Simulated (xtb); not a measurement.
Br₄Zr, charge +1, doublet, from a rough starting geometry (GFN-xTB shapes and energies of metal compounds can be far from the true ones) (the multiplicity is a formal guess); GFN2-xTB (xtb).

Here is a job for xtb.
```
$ xtb mol.xyz --gfn 2 --chrg 1 --uhf 1 --opt vtight --json

# file mol.xyz
5

Zr     0.03863001     0.00998923     0.00617466
Br     1.96641180    -0.53853758    -1.38987574
Br     0.81046902     0.28476744     2.37338817
Br    -1.02857380     2.09530494    -0.76918100
Br    -1.63666434    -1.88902579    -0.12458138
```

Q: What does xtb print? Leave out banner, timings and long lists.

A: 
```
   ID    Z sym.   atoms
    1   40 Zr     1
    2   35 Br     2-5

           -------------------------------------------------
          |                Calculation Setup                |
           -------------------------------------------------

           -------------------------------------------------
          |                 G F N 2 - x T B                 |
           -------------------------------------------------

          ...................................................
          :                      SETUP                      :
          :.................................................:
          :  # basis functions                  50          :
          :  # atomic orbitals                  45          :
          :  # shells                           15          :
          :  # electrons                        31          :
          :  max. iterations                   250          :
          :  Hamiltonian                  GFN2-xTB          :
          :  restarted?                      false          :
          :  GBSA solvation                  false          :
          :  PC potential                    false          :
          :  electronic temp.          300.0000000     K    :
          :  accuracy                    1.0000000          :
          :  -> integral cutoff          0.2500000E+02      :
          :  -> integral neglect         0.1000000E-07      :
          :  -> SCF convergence          0.1000000E-05 Eh   :
          :  -> wf. convergence          0.1000000E-03 e    :
          :  Broyden damping             0.4000000          :
          :  net charge                          1          :
          :  unpaired electrons                  1          :
          ...................................................

 iter      E             dE          RMSdq      gap      omega  full diag
   1    -17.6610435 -0.176610E+02  0.591E+00    1.68       0.0  T
   2    -17.6964950 -0.354514E-01  0.704E+00    3.29       1.0  T
   3    -17.7241110 -0.276160E-01  0.565E+00    2.93       1.0  T
   4    -17.7142115  0.989941E-02  0.521E+00    2.78       1.0  T
   5    -17.6826916  0.315200E-01  0.537E+00    2.26       1.0  T
   6    -17.7161172 -0.334256E-01  0.389E+00    2.31       1.0  T
   7    -17.7310217 -0.149046E-01  0.263E+00    2.38       1.0  T
   8    -17.7418643 -0.108426E-01  0.195E+00    2.42       1.0  T
   9    -17.7418646 -0.264231E-06  0.178E+00    2.46       1.0  T
[...]
 * total energy  :   -17.7022729 Eh     change        0.1217089E-09 Eh
 * total energy  :   -17.6979376 Eh     change        0.4335320E-02 Eh
 * total energy  :   -17.7020857 Eh     change       -0.4148050E-02 Eh
 * total energy  :   -17.6974898 Eh     change        0.4595832E-02 Eh
 * total energy  :   -17.7033512 Eh     change       -0.5861354E-02 Eh
 * total energy  :   -17.7029118 Eh     change        0.4393578E-03 Eh
 * total energy  :   -17.7035029 Eh     change       -0.5910384E-03 Eh
 * total energy  :   -17.7034569 Eh     change        0.4595036E-04 Eh
 * total energy  :   -17.7035061 Eh     change       -0.4922837E-04 Eh
 * total energy  :   -17.7035101 Eh     change       -0.3949922E-05 Eh
 * total energy  :   -17.7035121 Eh     change       -0.2053542E-05 Eh
 * total energy  :   -17.7035122 Eh     change       -0.2354003E-07 Eh
   *** GEOMETRY OPTIMIZATION CONVERGED AFTER 12 ITERATIONS ***
         :: total energy             -17.703512161378 Eh    ::
[...]
       ...                                ...                  ...
        45                          1.2991081              35.3505
      -------------------------------------------------------------
                  HL-Gap            0.0924058 Eh            2.5145 eV
             Fermi-level           -0.5999629 Eh          -16.3258 eV

     #   Z          covCN         q      C6AA      α(0)
     1  40 Zr       3.031     1.129   100.567    24.131
     2  35 Br       0.758    -0.032   185.310    21.947
     3  35 Br       0.758    -0.032   185.308    21.946
     4  35 Br       0.758    -0.032   185.311    21.947
     5  35 Br       0.758    -0.032   185.311    21.947

 Mol. C6AA /au·bohr⁶  :       4063.072959
 Mol. C8AA /au·bohr⁸  :     306286.973624
 Mol. α(0) /au        :        111.917304

Wiberg/Mayer (AO) data.
largest (>0.10) Wiberg bond orders for each atom

 ---------------------------------------------------------------------------
     #   Z sym  total        # sym  WBO       # sym  WBO       # sym  WBO
 ---------------------------------------------------------------------------
     1  40 Zr   4.249 --     5 Br   1.062     2 Br   1.062     4 Br   1.062
                             3 Br   1.062
     2  35 Br   1.251 --     1 Zr   1.062
     3  35 Br   1.251 --     1 Zr   1.062
     4  35 Br   1.251 --     1 Zr   1.062
     5  35 Br   1.251 --     1 Zr   1.062
 ---------------------------------------------------------------------------

Topologies differ in total number of bonds
Writing topology from bond orders to xtbtopo.mol

molecular dipole:
                 x           y           z       tot (Debye)
 q only:        0.056      -0.014       0.036
   full:        0.055      -0.014       0.035       0.170
molecular quadrupole (traceless):
                xx          xy          yy          xz          yz          zz
 q only:        0.002      -0.001      -0.004       0.003      -0.000       0.002
  q+dip:        0.002      -0.001      -0.003       0.003      -0.001       0.001
   full:        0.001      -0.001      -0.005       0.003       0.000       0.004

optimized geometry written to: xtbopt.xyz

           -------------------------------------------------
          | TOTAL ENERGY              -17.703512161378 Eh   |
          | GRADIENT NORM               0.000085389934 Eh/α |
          | HOMO-LUMO GAP               2.514490228882 eV   |
           -------------------------------------------------

normal termination of xtb
```
